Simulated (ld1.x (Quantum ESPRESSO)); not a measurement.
**Scattering properties, PAW potential for F (Z = 9)**

- Element: fluorine (F)
- Generator: ld1.x (Quantum ESPRESSO) 7.5
- Type: PAW
- Functional: PBE
- Relativity: scalar-relativistic
- Frozen core: [He]
- Valence charge: 7
- Reference configuration: 2s2 2p5
- Partial waves: 2s (bound): rcut 0.50, rcutus 0.65 bohr; 2s channel at -0.9 Ry: rcut 0.50, rcutus 0.65 bohr; 2p (bound): rcut 1.35, rcutus 1.45 bohr; 2p channel at -0.5 Ry: rcut 1.35, rcutus 1.45 bohr; 3d channel at 0.35 Ry: rcut 0.95, rcutus 1.30 bohr
- Local potential: all-electron potential smoothed inside 0.65 bohr (lloc = -1)
- Core correction: a·sin(br)/r model core, default radius (ld1.x builds one for every PAW set, though the input has nlcc=.false.)
- Augmentation charge: PSQ, inside the norm-conserving radii

The phase is arctan(r·u′/u) with u = r·R(r), unwrapped; energies in Ry, scanned from -4 to 5 Ry. A pole is an energy at which the radial function vanishes at the test radius. The pseudo phase is shifted by a multiple of π to meet the all-electron one at the reference energy, and phase errors are pseudo minus all-electron; the curves can meet again beyond the range given. Levels narrower than the energy grid can be missing from the lists of poles.

Question: For each channel, where are the poles, and over which energies does the pseudopotential scatter like the atom?

Answer:

```json
{"channel": "s", "radius (bohr)": "1.60", "reference energy (Ry)": "-2.20", "poles, all-electron": "-1.21", "poles, pseudo": "-1.21", "unbroken range about the reference energy with phases within 0.05 rad": "the whole range", "phase error 1 Ry above the reference energy (rad)": "-0.000"}
{"channel": "p", "radius (bohr)": "1.60", "reference energy (Ry)": "-0.82", "poles, all-electron": "0.19", "poles, pseudo": "0.19", "unbroken range about the reference energy with phases within 0.05 rad": "the whole range", "phase error 1 Ry above the reference energy (rad)": "-0.000"}
{"channel": "d", "radius (bohr)": "1.60", "reference energy (Ry)": "0.35", "poles, all-electron": "none", "poles, pseudo": "none", "unbroken range about the reference energy with phases within 0.05 rad": "the whole range", "phase error 1 Ry above the reference energy (rad)": "+0.000"}
```

The ghost test of this file was not conclusive. Its overlap operator is not positive definite in a basis up to 400 Ry (lowest eigenvalue d -4.79), so the file is unfit for use: the generalised eigenproblem breaks down once the basis is large enough, and its test numbers describe a broken file.

Phases in the s channel:

| E (Ry) | all-electron | pseudo |
| --- | --- | --- |
| -4.00 | 1.069 | 1.069 |
| -3.52 | 0.921 | 0.921 |
| -3.04 | 0.551 | 0.551 |
| -2.56 | -0.446 | -0.446 |
| -2.08 | -1.204 | -1.204 |
| -1.60 | -1.466 | -1.466 |
| -1.12 | -1.588 | -1.588 |
| -0.64 | -1.662 | -1.662 |
| -0.16 | -1.716 | -1.716 |
| 0.32 | -1.762 | -1.762 |
| 0.80 | -1.804 | -1.804 |
| 1.28 | -1.847 | -1.847 |
| 1.76 | -1.894 | -1.894 |
| 2.24 | -1.948 | -1.949 |
| 2.72 | -2.016 | -2.016 |
| 3.20 | -2.104 | -2.105 |
| 3.68 | -2.225 | -2.228 |
| 4.16 | -2.404 | -2.408 |
| 4.64 | -2.672 | -2.679 |
